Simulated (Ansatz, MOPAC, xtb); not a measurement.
# TiCl2F2 (SMILES [F][Ti]([F])([Cl])[Cl]): the dipole moment, rung by rung

TiCl2F2 has 5 atoms, charge 0, and is taken as a singlet. SMILES: `[F][Ti]([F])([Cl])[Cl]`. The shape comes from GFN2-xTB, which is rough for such elements, and wasn't checked as a minimum.

```xyz
5

Ti    0.1485   -0.0003    0.1041
F     0.0003   -0.0149    1.7890
F     1.6815    0.0090   -0.6106
Cl   -0.9196    1.6682   -0.6277
Cl   -0.9107   -1.6621   -0.6549
```

Quantity: the dipole moment, in D. The values are calculated.

| level | kind | program | value (D) |
| --- | --- | --- | --- |
| PM7 | semi-empirical | MOPAC | 0.74 |
| GFN0-xTB | semi-empirical | xtb | 1.91 |
| GFN2-xTB | semi-empirical | xtb | 0.78 |
| HF/STO-3G | Hartree–Fock | Ansatz | 2.87 |
| HF/3-21G | Hartree–Fock | Ansatz | 1.91 |
| SVWN5/6-31G** (spherical functions) | LDA | Ansatz | 0.84 |
| B3LYP/6-31G | global hybrid | Ansatz | 0.83 |
| B3LYP/6-31G* (spherical functions) | global hybrid | Ansatz | 0.89 |
| B3LYP/6-31G* (Cartesian functions) | global hybrid | Ansatz | 0.86 |
| CCSD/LANL2DZ (density fitting with def2-universal-jkfit, core potential) | coupled cluster or CI | Ansatz | 0.58 |

The values span 0.58 to 2.87 D. Magnitudes only. Sets without polarisation functions give poor dipoles.
